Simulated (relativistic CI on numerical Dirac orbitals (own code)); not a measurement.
# Eu¹⁷⁺: sensitivity of the levels to the model

Base calculation: Dirac-Coulomb-Breit CI, orbitals from a KLI potential per configuration, QED by a radiative potential, unscaled Slater integrals.

Configuration list (outside the closed core [Ar] 3d10): 4s2 4p6 4d10, 4s2 4p6 4d9 4f, 4s2 4p5 4d10 4f, 4s2 4p6 4d9 5s, 4s2 4p6 4d9 5p, 4s 4p6 4d10 4f, 4s2 4p6 4d9 5d, 4s2 4p5 4d10 5s, 4s2 4p6 4d9 5f. Double excitations out of closed p, d and f shells are left out; levels of such configurations are missing from the list, as are those of other unlisted configurations, and high levels can miss mixing partners.

Variants: (1) Breit term removed; (2) non-relativistic limit. Shifts of the energy above 4s2 4p6 4d10 1S_0, in cm⁻¹, for the lowest level and the first level of each name with at least 55 % of one term (blank where a level changes its place among those of its configuration and J or its character, or is not in the variant):

| Level | Base | Δ(1) | Δ(2) |
| --- | --- | --- | --- |
| 4s2 4p6 4d10 1S_0 | 0 | 0 | 0 |
| 4s2 4p6 4d9 4f 3P°_0 | 1077568 | +1023 | +5745 |
| 4s2 4p6 4d9 4f 3P°_1 | 1085573 | +1422 | -2260 |
| 4s2 4p6 4d9 4f 3P°_2 | 1101830 | +1908 | -18517 |
| 4s2 4p6 4d9 4f 3H°_6 | 1116209 | +2157 | -1356 |
| 4s2 4p6 4d9 4f 3H°_5 | 1117958 | +1623 | -3105 |
| 4s2 4p6 4d9 4f 3F°_3 | 1133788 | +1464 |  |
| 4s2 4p6 4d9 4f 3F°_4 | 1142317 | +1996 | -5401 |
| 4s2 4p6 4d9 4f 3D°_1 | 1153015 | +1858 | -16245 |
| 4s2 4p6 4d9 4f 3G°_5 | 1153396 | +2044 |  |
| 4s2 4p6 4d9 4f 3G°_3 | 1194980 | +2833 | -37409 |
| 4s2 4p6 4d9 4f 1F°_3 | 1213395 | +2583 | -29315 |
| 4s2 4p6 4d9 5s 3D_3 | 1337963 | -606 | +149270 |
| 4s2 4p6 4d9 5s 3D_1 | 1386997 | +607 | +100236 |

At this charge energies of transitions that change n are usually good to better than 1 %, and those within a shell (Δn = 0) to a few per cent.

Ionisation energy from the two ground configurations alone: base 518.428 eV; Breit term removed 518.538 eV. The NIST ASD value (theoretical) is 518 eV.

LS names give the leading component of a level, which can be under half, so a name can repeat, a term be missing and a line seem to break the LS rules.
